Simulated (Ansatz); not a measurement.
Frontier orbitals of CH5ClGaN, SMILES `[CH3][Ga]([NH2])[Cl]`.

The species carries charge 0 and has multiplicity 1. Correlated methods include outer-core shells of Ga, which these sets cover unevenly. Scalar relativity is left out up to krypton. The geometry is a stationary point of PBE0-D4/def2-TZVP. It is one conformer, not always the lowest. Basis def2-TZVPP, the Gaussian-basis code of Ansatz.

```tsv
functional	HOMO (eV)	LUMO (eV)	gap (eV)
LDA (SPW92)	-6.34	-1.22	5.12
PBE	-6.14	-0.95	5.19
PBE0	-7.52	-0.15	7.37
B3LYP	-7.28	-0.42	6.86
r2SCANh	-6.95	-0.39	6.56
BHLYP	-8.82	0.61	9.43
ωB97M-V	-9.91	1.55	11.46
```

A quarter of exact exchange (PBE0) shifts PBE's HOMO by −1.38 eV and its LUMO by +0.80 eV; full exchange at long range (ωB97M-V) shifts them by −3.77 and +2.49 eV. The gap opens from 5.19 to 11.45 eV, since occupied levels lose self-interaction and empty ones feel all the electrons. A positive LUMO is unbound and depends on the basis.

B3LYP here is the variant with VWN-RPA as its local correlation; programs differ in this.
